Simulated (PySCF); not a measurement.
## Working out the ionisation energy of Rh²⁺

Rh²⁺ [Kr] 4d7 (4F) → Rh³⁺ [Kr] 4d6 (5D). Computed with PySCF 2.14 in def2-TZVP with the def2 core potential (28 electrons) (6s4p3d1f, 40 functions), with a scalar-relativistic core potential. Frozen: 4s2 4p6. Energies in hartree (1 hartree = 27.21139 eV):

| part | Rh²⁺ (lower) | Rh³⁺ (upper) |
| --- | --- | --- |
| UHF | -108.916771 | -107.835872 |
| MP2 opposite-spin | -0.061861 | -0.030346 |
| MP2 same-spin | -0.048699 | -0.045200 |

Task: What does Hartree-Fock give?

Result: (-107.835872) − (-108.916771) = 1.080899 hartree = 29.413 eV.

Task: What do MP2 and SCS-MP2 (6/5 opposite-spin, 1/3 same-spin) give?

Result: The opposite-spin parts differ by 0.858 eV and the same-spin parts by 0.095 eV. MP2: 29.413 + (0.858) + (0.095) = 30.366 eV. SCS-MP2: 29.413 + 1.2 × (0.858) + (0.095)/3 = 30.474 eV.

Reference: 31.06 eV (semi-empirical (NIST evaluation); NIST Atomic Spectra Database, ionization energies), between the lowest levels; spin-orbit coupling is absent from the calculation.

What remains against the reference includes basis incompleteness, the frozen core and correlation beyond second order.
